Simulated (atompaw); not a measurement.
**Plane-wave convergence, PAW (atompaw) potential for Er (Z = 68)**

| Item | Value |
| --- | --- |
| Element | Er |
| Generator | atompaw 4.2.0.5 |
| Type | PAW |
| Functional | PBE |
| Relativity | scalar-relativistic |
| Frozen core | [Kr] 4d10 5s2 |
| Valence charge | 20 |
| Reference configuration | 4f11 5p6 5d1 6s2 6p0 |
| Partial waves | 6s (bound): rc 3.00 bohr; 6s channel at 0.25 Ry: rc 3.00 bohr; 5p (bound): rc 1.55 bohr; 6p (bound, empty): rc 2.35 bohr; 5d (bound): rc 3.00 bohr; 5d channel at 0.2 Ry: rc 3.00 bohr; 4f (bound): rc 0.85 bohr; 4f channel at 1.85 Ry: rc 0.85 bohr |
| Local potential | vpsmatchnc scheme with l = 4 at 1 Ry, radius 2.20 bohr |
| Core correction | smooth core density matched at 1.65 bohr |
| Augmentation charge | sinc compensation charge, radius 2.15 bohr; PAW radius 3.00 bohr; waves and projectors: custom polynom vanderbiltortho |

The pseudo-atom Hamiltonian at the reference potential is diagonalised in spherical Bessel functions j_l(qr) that vanish at 20 bohr, with q² up to the cutoff. All-electron valence levels (Ry): 6s -0.3244, 5p -2.1872, 6p -0.0980, 5d -0.1533, 4f -0.6969.

**Question.** How do the lowest levels (Ry) of each channel move with the cutoff, and are there ghosts?

**Answer.**

| cutoff (Ry) | s #1 | s #2 | p #1 | p #2 | p #3 | d #1 | f #1 | f #2 | Σ f·Δε (mRy) |
| --- | --- | --- | --- | --- | --- | --- | --- | --- | --- |
| 8 | -7.5067 | -0.3243 | -1.5702 | -0.0875 | 0.0474 | -0.1497 | 0.0972 | 0.2094 | 12437.2 |
| 18 | -7.9758 | -0.3244 | -2.1849 | -0.0979 | 0.0445 | -0.1533 | 0.0972 | 0.2093 | 8745.5 |
| 35 | -8.0476 | -0.3244 | -2.1870 | -0.0980 | 0.0445 | -0.1533 | 0.0972 | 0.2092 | 8732.3 |
| 55 | -8.0568 | -0.3244 | -2.1872 | -0.0980 | 0.0445 | -0.1533 | 0.0972 | 0.2091 | 8731.4 |
| 90 | -8.0571 | -0.3244 | -2.1872 | -0.0980 | 0.0445 | -0.1533 | 0.0971 | 0.2074 | 8730.2 |
| 140 | -8.0571 | -0.3244 | -2.1872 | -0.0980 | 0.0445 | -0.1533 | -0.6510 | 0.0973 | 501.5 |
| 230 | -8.0571 | -0.3244 | -2.1872 | -0.0980 | 0.0445 | -0.1533 | -0.6906 | 0.0972 | 65.8 |
| 400 | -8.0571 | -0.3244 | -2.1872 | -0.0980 | 0.0445 | -0.1533 | -0.6966 | 0.0972 | 0.0 |

Result: ghost state, extra bound levels that the all-electron valence spectrum of the same l lacks: s at -109.6 eV (a true bound ghost makes a file unfit for plane-wave use); 10 mRy is reached at 300 Ry and 1 mRy at over 300 Ry.
